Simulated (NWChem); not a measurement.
System: CH$_{6}$O$_{2}$Si$_{2}$; SMILES [SiH2]1OC[Si@H]1O

NWChem input:

```
start job
memory heap 200 mb stack 900 mb global 1100 mb
geometry units angstroms noautosym nocenter noautoz
  O      0.176755    -2.176987    -0.727287
  Si    -0.088529    -0.904157     0.316493
  C     -1.496525     0.331598    -0.134122
  O     -0.773951     1.567748    -0.036990
  Si     0.884055     1.196394     0.017357
  H      0.106070    -3.064258    -0.365309
  H     -0.192884    -1.432198     1.717228
  H     -1.886977     0.177773    -1.157181
  H     -2.362151     0.350110     0.550793
  H      1.574729     1.942421     1.113146
  H      1.602512     1.495928    -1.260915
end
basis spherical
  O library sto-3g
  Si library sto-3g
  C library sto-3g
  H library sto-3g
end
dft
  xc hfexch
  iterations 150
end
property
  shielding
end
task dft property
```

Excerpt of the output:

```
             Northwest Computational Chemistry Package (NWChem) 7.3.0
             --------------------------------------------------------

                             Geometry "geometry" -> ""
                             -------------------------

 Output coordinates in angstroms (scale by  1.889725989 to convert to a.u.)

  No.       Tag          Charge          X              Y              Z
 ---- ---------------- ---------- -------------- -------------- --------------
    1 O                    8.0000     0.17675500    -2.17698700    -0.72728700
    2 Si                  14.0000    -0.08852900    -0.90415700     0.31649300
    3 C                    6.0000    -1.49652500     0.33159800    -0.13412200
    4 O                    8.0000    -0.77395100     1.56774800    -0.03699000
    5 Si                  14.0000     0.88405500     1.19639400     0.01735700
    6 H                    1.0000     0.10607000    -3.06425800    -0.36530900
    7 H                    1.0000    -0.19288400    -1.43219800     1.71722800
    8 H                    1.0000    -1.88697700     0.17777300    -1.15718100
    9 H                    1.0000    -2.36215100     0.35011000     0.55079300
   10 H                    1.0000     1.57472900     1.94242100     1.11314600
   11 H                    1.0000     1.60251200     1.49592800    -1.26091500

 Effective nuclear repulsion energy (a.u.)     297.9219871192

  xc_inp: hfexch multiplicative factor not found.
                              NWChem Property Module
                              ----------------------

  itol2e modified to match energy
  convergence criterion.

                                 NWChem DFT Module
                                 -----------------

 Summary of "ao basis" -> "ao basis" (spherical)
 ------------------------------------------------------------------------------
       Tag                 Description            Shells   Functions and Types
 ---------------- ------------------------------  ------  ---------------------
 O                           sto-3g                  3        5   2s1p
 Si                          sto-3g                  5        9   3s2p
 C                           sto-3g                  3        5   2s1p
 H                           sto-3g                  1        1   1s

  itol2e modified to match energy
  convergence criterion.

[...]

          -----------------------------------------
          Chemical Shielding Tensors (GIAO, in ppm)
          -----------------------------------------

                                NWChem CPHF Module
                                ------------------

  scftype          =     RHF
  nclosed          =       28
  nopen            =        0
  variables        =      308
  # of vectors     =        3
  tolerance        = 0.10D-03
  level shift      = 0.00D+00
  max iterations   =       50
  max subspace     =       30

 SCF residual:    6.3944001649308561E-005

Iterative solution of linear equations
  No. of variables      308
  No. of equations        3
  Maximum subspace       30
        Iterations       50
       Convergence  1.0D-04

   iter   nsub   residual    time
   ----  ------  --------  ---------
     1      3    1.66D+00       4.2
     2      6    1.40D-01       4.5
     3      9    2.33D-02       4.7
     4     12    4.88D-03       5.0
     5     15    1.30D-03       5.2
     6     18    2.46D-04       5.4
     7     21    3.35D-05       5.7

      Atom:    1  O
        Diamagnetic
    359.7484     -3.1833     -4.9364
     -3.1833    401.5347      9.4144
     -4.9364      9.4144    377.3648

        Paramagnetic
     91.5717     23.9517     11.1814
     23.9517     29.1743    -90.1340
     11.1814    -90.1340     66.8635

        Total Shielding Tensor
    451.3201     20.7684      6.2450
     20.7684    430.7090    -80.7196
      6.2450    -80.7196    444.2283

           isotropic =     442.0858
          anisotropy =     116.6073

          Principal Components and Axis System
                 1           2           3
              519.8240    453.8448    352.5886

      1        -0.1415      0.9706     -0.1949
      2        -0.6825      0.0469      0.7294
      3         0.7171      0.2363      0.6558

      Atom:    2  Si
        Diamagnetic
    866.8147     -1.1006     -0.0106
     -1.1006    872.0447      1.8246
     -0.0106      1.8246    865.2695

        Paramagnetic
   -284.3315      7.5850     -1.5950
      7.5850   -341.8681     28.3260
     -1.5950     28.3260   -372.7307

        Total Shielding Tensor
    582.4832      6.4843     -1.6056
      6.4843    530.1766     30.1506
     -1.6056     30.1506    492.5388

           isotropic =     535.0662
          anisotropy =      72.3994

          Principal Components and Axis System
                 1           2           3
              583.3325    546.2444    475.6218

      1         0.9902     -0.1327      0.0427
      2         0.1366      0.8626     -0.4871
      3         0.0278      0.4882      0.8723

      Atom:    3  C
        Diamagnetic
    254.3682     -0.6470      1.6503
     -0.6470    251.2608     -0.4729
      1.6503     -0.4729    245.0084

        Paramagnetic
    -58.1644     29.1946      6.4863
     29.1946    -18.9420     -1.9250
      6.4863     -1.9250   -114.2293

        Total Shielding Tensor
    196.2038     28.5476      8.1366
     28.5476    232.3187     -2.3978
      8.1366     -2.3978    130.7791

           isotropic =     186.4339
          anisotropy =      92.4530

          Principal Components and Axis System
                 1           2           3
              248.0692    181.8250    129.4074

      1         0.4840      0.8625     -0.1475
      2         0.8749     -0.4800      0.0639
      3         0.0157      0.1600      0.9870

      Atom:    4  O
        Diamagnetic
    397.8319      7.5754      1.9549
      7.5754    385.2370      1.8947
      1.9549      1.8947    354.7128

[...]
```

Level: Hartree-Fock/STO-3G, GIAO. STO-3G and 3-21G are far too small for this property and stand as cheap habits. All runs use the structure optimised with PBE0/def2-SVP. The printed shielding anisotropy is the first printed principal value minus the mean of the other two.
